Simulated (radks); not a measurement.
Ti2+, 20 electrons, occupied as [Ar] 4s1 4p1 (not the ground configuration). Method: scalar-relativistic Kohn-Sham, LDA (Slater exchange, Perdew-Wang correlation), spin-unpolarised, spherical densities, finite nucleus; Fermi nuclear charge, rms radius 3.5921 fm; computed with a radial shooting solver on a logarithmic mesh with Libxc functionals.

Local quantities along the radius. ELF = 1/(1 + alpha^2) is the electron localisation function; alpha = (tau - tau_W)/tau_unif compares the Pauli kinetic energy density with that of the uniform gas. tau is taken from the large components.

```
   r/bohr * ELF (the largest magnitude, 1, reaches the edge; | marks zero)
 0.005759 |                                                      *
 0.007499 |                                                      *
 0.009764 |                                                      *
  0.01282 |                                                      *
  0.01669 |                                                      *
  0.02173 |                                                      *
   0.0283 |                                                      *
  0.03685 |                                                     *
  0.04836 |                                                    *
  0.06298 |                                            *
    0.082 |                          *
   0.1068 |              *
    0.139 |                   *
    0.181 |                                   *
   0.2376 |                                             *
   0.3094 |                                            *
   0.4029 |                         *
   0.5247 |     *
   0.6832 |                        *
   0.8896 |                                              *
    1.168 |                                            *
     1.52 |                   *
     1.98 |    *
    2.578 |                  *
    3.357 |                                *
    4.371 |               *
    5.737 | *
    7.471 *
```

On this mesh the ELF has minima near r = 0.11, 0.52, 2.0 bohr, which separate the shells, and maxima near 0.27 (0.85), 1.0 (0.87), 3.4 (0.59).

Self-consistent cycle (total energy in hartree, residual of the potential): 1: -849.790134, 3e+00; 2: -850.137065, 2e+00; 3: -850.300854, 1e-01; 4: -850.302049, 3e-02; 5: -850.302079, 1e-03; 6: -850.302081, 6e-04; 7: -850.302081, 6e-05; 8: -850.302081, 1e-05; 9: -850.302081, 4e-06; 10: -850.302081, 1e-06; 11: -850.302081, 8e-08; 12: -850.302081, 9e-09; 13: -850.302081, 1e-10.
